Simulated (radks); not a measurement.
The numbers below are computed, except where a source is named.
All-electron atom: Mn III in [Ne] 3s2 3p5.75 3d5 4f0.25 (fractional occupations, a model configuration).

Level of theory: non-relativistic Kohn-Sham, PBE, spin-unpolarised, spherical densities, point nucleus (a radial shooting solver on a logarithmic mesh with Libxc functionals).

Energy parts (eV):
part                      energy
total                 -31267.093
kinetic                31242.561
electron-nucleus      -73817.263
Hartree                12695.617
exchange-correlation   -1388.008

Orbitals (lengths in bohr, moments of r in powers of bohr; r(max) is where P^2 peaks; r(90%) holds 90 % of the orbital's charge):
1s: occ. 2; eigenvalue (eV) -6396.440; <r^2> 0.005083; r(max) 0.04053; r(90%) 0.110
2s: occ. 2; eigenvalue (eV) -754.2901; <r^2> 0.09411; r(max) 0.2352; r(90%) 0.437
2p: occ. 6; eigenvalue (eV) -649.7212; <r^2> 0.07569; r(max) 0.1894; r(90%) 0.406
3s: occ. 2; eigenvalue (eV) -105.4221; <r^2> 0.8492; r(max) 0.7429; r(90%) 1.28
3p: occ. 5.75; eigenvalue (eV) -75.4711; <r^2> 0.9595; r(max) 0.7542; r(90%) 1.39
3d: occ. 5; eigenvalue (eV) -27.6125; <r^2> 1.580; r(max) 0.7536; r(90%) 1.90
4s: occ. 0; eigenvalue (eV) -20.8232; <r^2> 7.415; r(max) 2.242; r(90%) 3.75
4p: occ. 0; eigenvalue (eV) -15.2198; <r^2> 10.42; r(max) 2.620; r(90%) 4.48
4f: occ. 0.25; eigenvalue (eV) -4.9844; <r^2> 54.64; r(max) 6.434; r(90%) 10.1

The highest occupied level is 4f at -4.984 eV. The configuration is held as typed, so some empty levels lie below it. The density falls to 0.001 e/bohr^3 at r = 3.04 bohr. Virial ratio -V/T = 2.00079. The electron density at the nucleus is 1.057e+04 e/bohr^3.
